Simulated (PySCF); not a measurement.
# Two-component Hartree-Fock for Nb²⁺ (niobium, charge +2)

Start: [Kr] 4d2 5s1; 4d5/2 filled at m_j = +3/2, +5/2; 5s1/2 filled at m_j = +1/2. Calculated with PySCF 2.14 in x2c-SVPall-2c with one added diffuse shell each of s, p, d type (7s9p7d1f, 76 functions): generalised Hartree-Fock with the X2C-1e Hamiltonian and a Gaussian nucleus; one run each with spin-orbit coupling (SO) switched off, then screened by Boettger's factors. This is a chosen level, not necessarily the ground level.

```
spinor shell  electrons  ε, spin-free (eV)  ε, screened SO (eV)  weight of nominal j (screened SO)  rms radius, screened SO (bohr)
       1s1/2          2           -19106.8             -19106.0                              1.000                          0.0415
       2s1/2          2            -2764.9              -2764.7                              1.000                           0.171
       2p1/2          2            -2465.6              -2531.8                              1.000                           0.149
       2p3/2          4            -2465.6              -2434.5                              1.000                           0.154
       3s1/2          2            -511.87              -511.86                              1.000                           0.471
       3p1/2          2            -411.05              -422.22                              1.000                           0.471
       3p3/2          4            -411.05              -405.83                              1.000                           0.482
       3d3/2          4            -246.08              -247.77                              0.985                           0.472
       3d5/2          6            -246.08              -244.98                              0.990                           0.475
       4s1/2          2            -94.616              -94.640                              1.000                            1.23
       4p3/2          4            -64.682              -63.968                              0.911                            1.38
       4p1/2          2            -64.682              -66.288                              0.821                            1.36
       4d5/2          2            -28.790              -28.737                              0.885                            1.92
       5s1/2          1            -21.030              -21.038                              1.000                            3.43
```

| quantity | spin-free | screened SO |
| --- | --- | --- |
| E (hartree) | -3815.87497 | -3816.26040 |
| M_J | 9/2 | 9/2 |
| ⟨J²⟩ | 24.757 | 24.757 |
| ⟨L²⟩ | 12.006 | 12.025 |
| ⟨S²⟩ | 3.751 | 3.755 |

Each row is a mean over spinors that exchange with the open shell spreads, by up to 6.143 eV (4p3/2).

Rows whose weight is well below 1 are mixtures of j = l ± 1/2: exchange outweighs spin-orbit coupling there, and the label is only the starting occupation.

Breit and QED terms are absent; they matter most for the inner s and p1/2 levels.

Densities and radii are taken from the X2C orbitals without a picture-change correction, which distorts them close to the nucleus.

Without spin-orbit coupling the j labels of p, d and f shells carry no meaning; the spin-free column gives the mean over the occupied spinors of each nl shell.
